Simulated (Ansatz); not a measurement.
Cost and result up the ladder for (H2Al-mu-PSiH3)2 (Al2Si4P2H16) (24 atoms). Total charge 0; singlet. Geometry: PBE0-D4/def2-SVP.

```xyz
24

Al   -0.397    1.058    1.348
H    -0.595    2.610    1.041
H    -0.534    0.401    2.793
P     1.639    0.253    0.260
Si    2.889    1.899   -0.613
Si    2.934   -0.975    1.618
Al    0.406   -1.060   -1.393
H     0.537   -0.380   -2.828
H     0.608   -2.615   -1.108
P    -1.630   -0.271   -0.292
Si   -2.959    0.966   -1.609
Si   -2.868   -1.897    0.631
H     4.034    1.317   -1.374
H     3.409    2.770    0.483
H     2.004    2.681   -1.522
H     3.454   -0.119    2.727
H     4.080   -1.548    0.851
H     2.077   -2.066    2.164
H    -2.111    2.042   -2.197
H    -3.540    0.115   -2.690
H    -4.060    1.560   -0.795
H    -3.965   -1.290    1.442
H    -3.454   -2.760   -0.438
H    -1.957   -2.693    1.501
```

Ansatz on 4 threads of AMD EPYC 9R45 on a shared host. Times are rough, and most runs start from the orbitals of an earlier one. PBE0-D4/def2-TZVP serves as the yardstick here, not as an exact answer. Differences are given only for rows in sets of like size (and for xTB, whose basis is part of the method), since another set adds its own error. Binding counts from free atoms at the same level (Al doublet, H doublet, P quartet, Si triplet; other spins of the atoms weren't run), without zero-point energy or a counterpoise term.

LC-ωPBE has ω = 0.4 bohr⁻¹. B3LYP takes the VWN-RPA correlation. HSE06 is defined as in plane-wave codes, on full-range PBE exchange. Correlated methods freeze 40 core orbitals. The rows differ in basis, and correlated rows in double-zeta sets carry the largest basis error.

Correlated methods converge slowly with the basis, most of all in double-zeta sets.

```csv
level,functions,binding energy per atom (eV),difference from PBE0-D4/def2-TZVP (eV)
HSE06-D4/def2-TZVP,392,2.91,0.00
PBE-D4/def2-SVP,224,2.90,–
PBE0-D4/def2-TZVP,392,2.91,0.00
r2SCAN-D4/def2-TZVP (with forces),392,2.95,0.03
MP2/def2-SVP,224,2.70,–
PBE0-D4/def2-SVP,224,2.91,–
HF/6-31G,136,1.86,–
B3LYP-D4/6-31G,136,2.70,–
PBE-D4/def2-TZVP,392,2.91,0.00
LC-ωPBE/def2-TZVP,392,2.89,-0.02
```

Estimate how long each takes.

HF/6-31G 0.75 s; PBE-D4/def2-SVP 1.4 s; B3LYP-D4/6-31G 1.4 s; MP2/def2-SVP 2 s; PBE0-D4/def2-SVP 2.3 s; PBE-D4/def2-TZVP 2.8 s; LC-ωPBE/def2-TZVP 4.3 s; PBE0-D4/def2-TZVP 6.5 s; r2SCAN-D4/def2-TZVP (with forces) 6.5 s; HSE06-D4/def2-TZVP 6.5 s. On shared hardware such times vary by a factor of up to 3.
